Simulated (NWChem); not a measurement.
System: AlH3SeO2; SMILES [OH][Al]([SeH])[OH]

Excerpt of the output:

```
             Northwest Computational Chemistry Package (NWChem) 7.3.0
             --------------------------------------------------------

 CS  symmetry detected

                             Geometry "geometry" -> ""
                             -------------------------

 Output coordinates in angstroms (scale by  1.889725989 to convert to a.u.)

  No.       Tag          Charge          X              Y              Z
 ---- ---------------- ---------- -------------- -------------- --------------
    1 Al                  13.0000    -0.01206801     1.01490839     0.00000000
    2 O                    8.0000    -1.47839202     1.74818923     0.00000000
    3 H                    1.0000    -2.33823998     2.13956814     0.00000000
    4 O                    8.0000     1.47951402     1.70190946     0.00000000
    5 H                    1.0000     2.27315157     2.21528024     0.00000000
    6 Se                  34.0000    -0.03486097    -1.28652509     0.00000000
    7 H                    1.0000     1.39826962    -1.40759391     0.00000000

 Effective nuclear repulsion energy (a.u.)     308.7826801333

      Symmetry information
      --------------------

 Group name             Cs
 Group number              2
 Group order               2
 No. of unique centers     7

                                Z-matrix (autoz)
                                --------

 Units are Angstrom for bonds and degrees for angles

      Type          Name      I     J     K     L     M      Value
      ----------- --------  ----- ----- ----- ----- ----- ----------
    1 Stretch                  1     2                       1.63945
    2 Stretch                  1     4                       1.64219
    3 Stretch                  1     6                       2.30155
    4 Stretch                  2     3                       0.94473
    5 Stretch                  4     5                       0.94520
    6 Stretch                  6     7                       1.43824
    7 Bend                     1     4     5               171.83298
    8 Bend                     1     6     7                94.26137
    9 Bend                     2     1     4               128.70112
   10 Bend                     2     1     6               116.00134
   11 Bend                     3     1     4               129.46701
   12 Bend                     3     1     6               115.23545
   13 Bend                     4     1     6               115.29754
   14 Torsion                  2     1     4     5           0.00000
   15 Torsion                  2     1     6     7         180.00000
   16 Torsion                  1     4     2     3         180.00000
   17 Torsion                  4     1     6     7           0.00000
   18 Torsion                  5     4     1     6         180.00000
   19 Torsion                  1     6     2     3         180.00000

                           NWChem Geometry Optimization
                           ----------------------------

 maximum gradient threshold         (gmax) =   0.000450
 rms gradient threshold             (grms) =   0.000300
 maximum cartesian step threshold   (xmax) =   0.001800
 rms cartesian step threshold       (xrms) =   0.001200
 fixed trust radius                (trust) =   0.300000
 source of zmatrix                         =   autoz

          -------------------
          Energy Minimization
          -------------------

 Using diagonal initial Hessian
 Scaling for Hessian diagonals: bonds = 1.00  angles = 0.25  torsions = 0.10

          --------
          Step   0

                                 NWChem DFT Module
                                 -----------------

 Summary of "ao basis" -> "ao basis" (spherical)
 ------------------------------------------------------------------------------
       Tag                 Description            Shells   Functions and Types
 ---------------- ------------------------------  ------  ---------------------
 Al                         def2-svp                 8       18   4s3p1d
 O                          def2-svp                 6       14   3s2p1d
 H                          def2-svp                 3        5   2s1p
 Se                         def2-svp                12       32   5s4p3d

      Symmetry analysis of basis
      --------------------------

        a'         67
        a"         26

[...]

      ----------------------
      Optimization converged
      ----------------------

  Step       Energy      Delta E   Gmax     Grms     Xrms     Xmax
  ---- ---------------- -------- -------- -------- -------- --------
@   14   -2795.34274954  6.9D-09  0.00005  0.00002  0.00036  0.00084
                                     ok       ok       ok       ok

                                Z-matrix (autoz)
                                --------

 Units are Angstrom for bonds and degrees for angles

      Type          Name      I     J     K     L     M      Value     Gradient
      ----------- --------  ----- ----- ----- ----- ----- ---------- ----------
    1 Stretch                  1     2                       1.69587    0.00004
    2 Stretch                  1     4                       1.69551   -0.00002
    3 Stretch                  1     6                       2.30697    0.00005
    4 Stretch                  2     3                       0.95723    0.00003
    5 Stretch                  4     5                       0.95878    0.00002
    6 Stretch                  6     7                       1.47189   -0.00002
    7 Bend                     1     4     5               124.11423    0.00000
    8 Bend                     1     6     7                90.04041    0.00002
    9 Bend                     2     1     4               119.71308   -0.00000
   10 Bend                     2     1     6               123.18746   -0.00001
   11 Bend                     3     1     4               137.83902    0.00000
   12 Bend                     3     1     6               105.06152   -0.00001
   13 Bend                     4     1     6               117.09946    0.00001
   14 Torsion                  2     1     4     5           0.00000    0.00000
   15 Torsion                  2     1     6     7         180.00000    0.00000
   16 Torsion                  1     4     2     3           0.00000    0.00000
   17 Torsion                  4     1     6     7           0.00000    0.00000
   18 Torsion                  5     4     1     6         180.00000    0.00000
   19 Torsion                  1     6     2     3         180.00000    0.00000

                         Geometry "geometry" -> "geometry"
                         ---------------------------------

 Output coordinates in angstroms (scale by  1.889725989 to convert to a.u.)

[...]

 Rotational Constants
 --------------------
 A=   0.213629 cm-1  (  0.307357 K)
 B=   0.059775 cm-1  (  0.086001 K)
 C=   0.046706 cm-1  (  0.067198 K)

 Temperature                      =   298.15K
 frequency scaling parameter      =   1.0000

 Zero-Point correction to Energy  =   22.412 kcal/mol  (  0.035717 au)
 Thermal correction to Energy     =   26.757 kcal/mol  (  0.042640 au)
 Thermal correction to Enthalpy   =   27.349 kcal/mol  (  0.043584 au)

 Total Entropy                    =   82.597 cal/mol-K
   - Translational                =   40.722 cal/mol-K (mol. weight = 140.9131)
   - Rotational                   =   27.382 cal/mol-K (symmetry #  =        1)
   - Vibrational                  =   14.492 cal/mol-K

 Cv (constant volume heat capacity) =   22.530 cal/mol-K
   - Translational                  =    2.979 cal/mol-K
   - Rotational                     =    2.979 cal/mol-K
   - Vibrational                    =   16.571 cal/mol-K

[normal modes left out]

 ----------------------------------------------------------------------------
 Normal Eigenvalue ||           Projected Infra Red Intensities
  Mode   [cm**-1]  || [atomic units] [(debye/angs)**2] [(KM/mol)] [arbitrary]
 ------ ---------- || -------------- ----------------- ---------- -----------
    1       -0.000 ||    0.000344           0.008         0.335       0.057
    2        0.000 ||    0.000061           0.001         0.059       0.010
    3        0.000 ||    0.000061           0.001         0.060       0.010
    4        0.000 ||    0.000090           0.002         0.088       0.015
    5        0.000 ||    0.000008           0.000         0.008       0.001
    6        0.000 ||    0.000096           0.002         0.094       0.016
    7      145.463 ||    0.008040           0.185         7.837       1.326
    8      193.620 ||    0.056857           1.312        55.427       9.374
    9      201.034 ||    0.018941           0.437        18.465       3.123
   10      240.731 ||    0.019363           0.447        18.876       3.192
   11      293.683 ||    0.102543           2.366        99.964      16.907
   12      327.162 ||    0.139377           3.216       135.871      22.979
   13      373.261 ||    0.031788           0.733        30.988       5.241
   14      520.386 ||    0.165954           3.829       161.780      27.361
   15      578.754 ||    0.167357           3.861       163.148      27.593
   16      592.170 ||    0.058031           1.339        56.571       9.568
   17      821.645 ||    0.149801           3.456       146.033      24.698
   18      959.435 ||    0.114347           2.638       111.471      18.853
   19     2455.886 ||    0.002927           0.068         2.853       0.483
   20     3979.730 ||    0.119642           2.760       116.633      19.726
   21     4002.266 ||    0.118080           2.724       115.110      19.468
 ----------------------------------------------------------------------------
```

Level: PBE0/def2-SVP. This build's default masses of Se (78.918 u) and Br (79.917 u) are each other's, which moves their modes by up to 0.6 %.

Q: Reconstruct the input file.

A: Several could match; the one computed here: the input that was run:
```
start job
memory heap 200 mb stack 900 mb global 1100 mb
geometry units angstroms
  Al    -0.792965     0.628596    -0.499870
  O     -2.216865    -0.113887    -0.830074
  H     -3.024472    -0.570960    -1.007194
  O     -0.351479     2.181909    -0.798360
  H     -0.220522     3.090774    -1.022469
  Se     0.810047    -0.670939     0.519285
  H      1.782655     0.386849     0.579626
end
basis spherical
  * library def2-svp
end
dft
  xc pbe0
  iterations 150
end
driver
  maxiter 120
end
task dft optimize
task dft freq
```
